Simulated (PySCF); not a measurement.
Spin states and ions at one geometry of [PbCl3]−

PySCF 2.14.0, RKS PBE, Pb def2-SVP with ECP60, Cl def2-SVP; non-relativistic Hamiltonian with scalar-relativistic core potentials where named; density fitting; no spin-orbit coupling; singlets restricted, open shells unrestricted. The geometry is relaxed for charge -1, singlet, vacuum:

```xyz
4

Pb    0.0000    0.0000    0.5001
Cl    2.3462    0.0000   -0.6576
Cl   -1.1731    2.0319   -0.6576
Cl   -1.1731   -2.0319   -0.6576
```

Energies count from the relaxed state; an electron taken off or put on is at rest in vacuum. Charges and spins are Mulliken's.

```
                     state  energy (eV)  spin squared  charge on Pb1 (e)  spin on Pb1 (e)  dipole about the centre of mass (D)
charge -1, singlet, vacuum         0.00          0.00               0.42             0.00                                 4.98
charge -1, triplet, vacuum         4.04          2.00               0.11             1.06                                 2.91
```

Task: What does the state charge 0, doublet, vacuum give?

Result: energy (eV) 4.23, spin squared 0.75, charge on Pb1 (e) 0.69, spin on Pb1 (e) 0.13, dipole about the centre of mass (D) 3.35.

With an electron taken off (doublet) the charges change, summed by element, by Pb +0.26 e, Cl +0.74 e. The vertical ionisation energy is 4.23 eV, against −ε(HOMO) = 1.50 eV of the relaxed state. The level lies 2.7 eV too high, as is usual for semilocal functionals and global hybrids, which keep a self-interaction error.

Open shells may have lower solutions than those found.
